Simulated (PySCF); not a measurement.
**Working out the ionisation energy of Se²⁺**

Se²⁺ [Ar] 3d10 4s2 4p2 (3P) → Se³⁺ [Ar] 3d10 4s2 4p1 (2P). Calculation: PySCF 2.14, in def2-SVP; no relativity, point nucleus. Frozen: [Ar] 3d10. Energies in hartree (1 hartree = 27.21139 eV):

```json
{"part": "UHF", "Se²⁺ (lower)": "-2398.447679", "Se³⁺ (upper)": "-2397.311178"}
{"part": "CCSD correlation", "Se²⁺ (lower)": "-0.063901", "Se³⁺ (upper)": "-0.053056"}
{"part": "(T)", "Se²⁺ (lower)": "-0.000710", "Se³⁺ (upper)": "-0.000451"}
```

Problem. What does Hartree-Fock give?

Solution. (-2397.311178) − (-2398.447679) = 1.136501 hartree = 30.926 eV.

Problem. What do CCSD and CCSD(T) give?

Solution. The CCSD correlation energies differ by 0.010845 hartree = 0.295 eV and the triples by 0.000259 hartree = 0.007 eV, so CCSD gives 31.221 eV and CCSD(T) 31.228 eV.

Reference: 31.697 ± 0.019 eV (measured; NIST Atomic Spectra Database, ionization energies), between the lowest levels; spin-orbit coupling is absent from the calculation.

The calculation is non-relativistic.

A double-zeta basis recovers only part of the correlation energy.

What remains against the reference includes basis incompleteness, the frozen core and higher excitations.
